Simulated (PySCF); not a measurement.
A GIAO shielding run with PySCF 2.14.0 with density-fitted response routines (density fitting, non-relativistic, gas phase) on `InChI=1S/C8H18N2/c1-5-7-9-10(6-2)8(3)4/h6,8-9H,2,5,7H2,1,3-4H3`:

```
$ OMP_NUM_THREADS=1 python probes_run.py task.json out

{"job": {"kind": "nmr", "xc": "PBE0", "basis": "pcSseg-1"}, "charge": 0, "multiplicity": 1}
C     -1.234861     2.278907    -0.457838
C     -1.572104     1.131922     0.160517
N     -0.831274    -0.026067     0.235281
N      0.331076    -0.110091    -0.514042
C      1.502955     0.414022     0.164915
C      2.714244     0.351700    -0.747676
C      3.988730     0.832905    -0.074994
C     -1.485309    -1.319427     0.441457
C     -2.429577    -1.302256     1.633614
C     -2.160706    -1.820965    -0.829864
H     -0.288539     2.415372    -0.985340
H     -1.910645     3.132681    -0.409572
H     -2.528403     1.072781     0.687598
H      0.197355     0.348186    -1.418717
H      1.677968    -0.207410     1.059458
H      1.356592     1.452152     0.526478
H      2.519397     0.962075    -1.648675
H      2.831363    -0.685523    -1.103767
H      4.849347     0.781265    -0.758396
H      3.895042     1.877028     0.263798
H      4.229134     0.220195     0.808592
H     -0.654050    -2.001421     0.680512
H     -1.939324    -0.866363     2.516709
H     -2.734461    -2.330216     1.878638
H     -3.350922    -0.733820     1.431203
H     -2.993153    -1.158095    -1.116938
H     -2.561980    -2.837213    -0.695434
H     -1.435966    -1.846806    -1.657135
```

Hardware: 1 thread of an Arm Neoverse V2, shared host. The job also computes population analyses, field gradients.

**Question.** How large is the calculation?

**Answer.** 80 electrons, 260 basis functions and 1332 auxiliary functions.

**Question.** How long does it take, and how much memory does it need?

**Answer.** 62 s of wall time, with 13 SCF cycles and 4 response iterations; peak memory 1.3 GiB. Times on a shared host scatter by some tens of per cent.

**Question.** And these other runs on the same molecule and hardware: GIAO shielding at PBE/pcSseg-1?

**Answer.** PBE/pcSseg-1: 260 functions, 81 s.
